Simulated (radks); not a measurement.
Results of a calculation; reference values are marked as such.
Problem. Species: Hg IV. Configuration: [Xe] 4f14 5d7 6s2 (not the ground configuration). Code: a radial shooting solver on a logarithmic mesh with Libxc functionals. Model: scalar-relativistic Kohn-Sham, PBE, spin-polarised, spherical densities, finite nucleus; open shells are filled with parallel spins first (spin-orbit coupling, left out, can overturn this in heavy ions); Fermi nuclear charge, rms radius 5.4648 fm. Some entries of the table are withheld. Estimate them.

orbital,occ.,eigenvalue (hartree),<1/r> (bohr^-1),r(max) (bohr)
1s down,1,-3056.783,97.53,0.01023
1s up,1,-3056.783,97.53,0.01023
2s up,1,-543.1362,22.88,0.05915
2s down,1,-543.1258,22.88,0.05915
2p up,3,-468.7482,20.28,0.04906
2p down,3,-468.7396,20.28,0.04906
3s up,1,-130.1118,8.485,0.1668
3s down,1,-130.1077,8.485,0.1668
3p up,3,-108.6073,7.721,0.1664
3p down,3,-108.6028,7.721,0.1664
3d up,5,-85.94053,7.260,0.1355
3d down,5,-85.93284,7.260,0.1355
4s up,1,-29.85458,3.643,0.3757
4s down,1,-29.84445,3.642,0.3757
4p up,3,-22.80017,3.285,0.3957
4p down,3,-22.79075,3.285,0.3958
4d up,5,-14.41811,2.947,0.4027
4d down,5,-14.40713,2.948,0.4027
5s up,1,-5.93373,1.512,0.8270
5s down,1,-5.86674,1.519,0.8247
4f up,7,-5.12519,(1),(2)
4f down,7,-5.11011,(3),(4)
5p up,3,-4.01535,1.297,0.9247
5p down,3,-3.93497,1.302,0.9216
5d up,5,-1.82626,0.9767,1.127
5d down,2,-1.74131,0.9725,1.125
6s up,1,-1.38917,0.6027,1.935
6s down,1,-1.34595,0.5907,1.957

Solution. 
(1) 4f up <1/r> (bohr^-1): 2.535
(2) 4f up r(max) (bohr): 0.3665
(3) 4f down <1/r> (bohr^-1): 2.538
(4) 4f down r(max) (bohr): 0.3664
